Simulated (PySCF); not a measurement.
WH4 (triplet). Computed with UPBE0/[W def2-TZVP with ECP60, H def2-TZVP], scalar-relativistic core potentials, density fitting, no spin–orbit coupling, PySCF.

Harmonic bands of its minimum:

| ω (cm⁻¹) | IR (km/mol, summed over degenerate members) | degeneracy |
| --- | --- | --- |
| 586 | 350 | 3 |
| 691 | 0.0 | 2 |
| 1983 | 691 | 3 |
| 2026 | 0.0 | 1 |

**Question.** The central atom is W. Infer the point group and assign the bands.

**Answer.** Td. The modes span 2t2 + e + a1: 586 t2, 691 e, 1983 t2, 2026 a1. The computed geometry has W–H 1.704 Å (×4); H–W–H 109.5° (×6).

Other isomers or separated fragments may lie lower. Open d and f shells are described by one determinant, and the ground state may have another occupation or spin. No spin–orbit coupling is included, which matters more the heavier the element.
